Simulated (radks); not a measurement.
Problem. The mean radii <r> (bohr) of the occupied orbitals of an atom or ion are listed with their occupations. Calculated with a radial shooting solver on a logarithmic mesh with Libxc functionals: Dirac Kohn-Sham, LDA (Slater exchange, Perdew-Wang correlation), spin-unpolarised, spherical densities, point nucleus.

orbital     occ.      <r>
1s1/2          2  0.09714
2s1/2          2   0.4801
2p1/2          2   0.4408
2p3/2          4   0.4431
3p1/2    1.33333    1.736
3p3/2    2.66667    1.742

Name the element and its charge. Open shells, if any, are shared by 2j + 1.

Solution. Z = 16, sulfur, charge +2: S2+ in [Ne] 3p4. The 1s radius gives Z: for a bare nucleus <r> = (2 gamma + 1)/(2Z) with gamma = sqrt(1 - (Z/c)^2), 0.09332 bohr for Z = 16, and screening makes it slightly larger (0.09714 here). The occupations add up to 14, and the charge is Z minus that.
